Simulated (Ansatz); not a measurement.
Start from `[NH2][Al]([F])[TeH]` and change one atom or group to get `[NH2][Al]([F])[NH][SiH3]`.

Ansatz, PBE0-D4/def2-TZVP geometries, multiplicity 1. Each molecule was computed in one conformer, which needn't be the lowest.

Elements past krypton have def2 core potentials.

```csv
property,`[NH2][Al]([F])[TeH]`
HOMO–LUMO gap (ωB97M-V/def2-TZVPP) / eV,9.76
LUMO energy (PBE0/def2-TZVPP) / eV,-0.74
HOMO energy (B3LYP/def2-TZVPP) / eV,-6.53
LUMO energy (B3LYP/def2-TZVPP) / eV,-0.97
HOMO energy (PBE/def2-TZVPP) / eV,-5.72
size of the dipole moment (PBE/def2-TZVPP) / D,1.97
```

(1) Give the same properties after the change, and the shifts. (Best estimate.)

Answers

(1) The calculation gave: 
```json
{"property": "HOMO–LUMO gap (ωB97M-V/def2-TZVPP) / eV", "`[NH2][Al]([F])[NH][SiH3]`": "10.93", "shift": "1.17"}
{"property": "LUMO energy (PBE0/def2-TZVPP) / eV", "`[NH2][Al]([F])[NH][SiH3]`": "-0.41", "shift": "0.33"}
{"property": "HOMO energy (B3LYP/def2-TZVPP) / eV", "`[NH2][Al]([F])[NH][SiH3]`": "-7.20", "shift": "-0.67"}
{"property": "LUMO energy (B3LYP/def2-TZVPP) / eV", "`[NH2][Al]([F])[NH][SiH3]`": "-0.69", "shift": "0.28"}
{"property": "HOMO energy (PBE/def2-TZVPP) / eV", "`[NH2][Al]([F])[NH][SiH3]`": "-6.05", "shift": "-0.33"}
{"property": "size of the dipole moment (PBE/def2-TZVPP) / D", "`[NH2][Al]([F])[NH][SiH3]`": "1.05", "shift": "-0.92"}
```

With PBE0 the HOMO falls by 0.68 eV and the LUMO rises by 0.33 eV, so the gap widens by about 1.01 eV. PBE moves the HOMO by -0.33 eV and ωB97M-V by -0.98 eV. Dipoles are sizes alone; their direction can turn.

B3LYP here is the variant with VWN-RPA as its local correlation; programs differ in this.

Spin–orbit coupling is left out; it splits and shifts lone-pair levels of the heavy atoms by tenths of an eV.
